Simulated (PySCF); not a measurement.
technetium atom (Tc), sextet (core potentials on Tc); DF-B3LYP/def2-TZVPD (PySCF).

The PySCF input:
```python
from pyscf import gto, scf, dft

mol = gto.M(
    atom='''
Tc    0.00000000    0.00000000    0.00000000
''',
    basis='def2-tzvpd',
    ecp={'Tc': 'def2-tzvpd'},
    spin=5,
    verbose=4,
)

mf = dft.UKS(mol)
mf.xc = 'b3lyp'
mf = mf.density_fit(auxbasis='def2-universal-jkfit')
mf.kernel()
```

Output, abridged:

```
PySCF version 2.14.0

[INPUT] verbose = 4
[INPUT] num. atoms = 1
[INPUT] num. electrons = 15
[INPUT] charge = 0
[INPUT] spin (= nelec alpha-beta = 2S) = 5
[INPUT] symmetry False subgroup None
[INPUT] Mole.unit = angstrom
[INPUT] Symbol           X                Y                Z      unit          X                Y                Z       unit  Magmom
[INPUT]  1 Tc     0.000000000000   0.000000000000   0.000000000000 AA    0.000000000000   0.000000000000   0.000000000000 Bohr   0.0

nuclear repulsion = 0
number of shells = 14
number of NR pGTOs = 60
number of NR cGTOs = 40
basis = def2-tzvpd
ecp = {'Tc': 'def2-tzvpd'}

******** <class 'pyscf.df.df_jk.DFUKS'> ********
method = DFUKS
initial guess = minao
damping factor = 0
level_shift factor = 0
DIIS = <class 'pyscf.scf.diis.CDIIS'>
diis_start_cycle = 1
diis_space = 8
diis_damp = 0
SCF conv_tol = 1e-09
SCF conv_tol_grad = None
SCF max_cycles = 50
direct_scf = False
number electrons alpha = 10  beta = 5
XC library pyscf.dft.libxc version 7.1.2
    S. Lehtola, C. Steigemann, M. J. T. Oliveira, and M. A. L. Marques,  SoftwareX 7, 1–5 (2018)
XC functionals = b3lyp
    P. J. Stephens, F. J. Devlin, C. F. Chabalowski, and M. J. Frisch,  J. Phys. Chem. 98, 11623 (1994)
radial grids:
    Treutler-Ahlrichs [JCP 102, 346 (1995); DOI:10.1063/1.469408] (M4) radial grids

becke partition: Becke, JCP 88, 2547 (1988); DOI:10.1063/1.454033
pruning grids: <function nwchem_prune>
grids dens level: 3
symmetrized grids: False
atomic radii adjust function: <function treutler_atomic_radii_adjust>
small_rho_cutoff = 0
Set gradient conv threshold to 3.16228e-05
tot grids = 22176
******** <class 'pyscf.df.df.DF'> ********
auxbasis = def2-universal-jkfit
init E= -73.7187302343852

cycle= 1 E= -80.6530373180332  delta_E= -6.93  |g|= 0.417  |ddm|= 2.82
cycle= 2 E= -80.4884373652178  delta_E= 0.165  |g|= 0.718  |ddm|=  1.5
cycle= 3 E= -80.7201377819939  delta_E= -0.232  |g|= 0.0988  |ddm|= 1.29
cycle= 4 E= -80.7255368602882  delta_E= -0.0054  |g|= 0.00612  |ddm|= 0.184
cycle= 5 E= -80.7255724707599  delta_E= -3.56e-05  |g|= 0.00205  |ddm|= 0.0169
cycle= 6 E= -80.7255831641286  delta_E= -1.07e-05  |g|= 0.000793  |ddm|= 0.00936
cycle= 7 E= -80.7255889723075  delta_E= -5.81e-06  |g|= 0.000811  |ddm|= 0.00486
cycle= 8 E= -80.7255668115681  delta_E= 2.22e-05  |g|= 0.000135  |ddm|= 0.0341
cycle= 9 E= -80.7255668762087  delta_E= -6.46e-08  |g|= 5.73e-05  |ddm|= 0.00139
cycle= 10 E= -80.7255668698771  delta_E= 6.33e-09  |g|= 5.28e-05  |ddm|= 0.00188
cycle= 11 E= -80.7255668657842  delta_E= 4.09e-09  |g|= 5.69e-05  |ddm|= 6.46e-05
cycle= 12 E= -80.7255669524829  delta_E= -8.67e-08  |g|= 3.6e-05  |ddm|= 0.00156
cycle= 13 E= -80.725567019636  delta_E= -6.72e-08  |g|= 1.34e-05  |ddm|= 0.00278
cycle= 14 E= -80.725567019981  delta_E= -3.45e-10  |g|= 7.46e-06  |ddm|= 6.21e-05
Extra cycle  E= -80.7255670205649  delta_E= -5.84e-10  |g|= 7.48e-06  |ddm|= 3.95e-05
converged SCF energy = -80.7255670205649  <S^2> = 8.7516346  2S+1 = 6.0005448
```
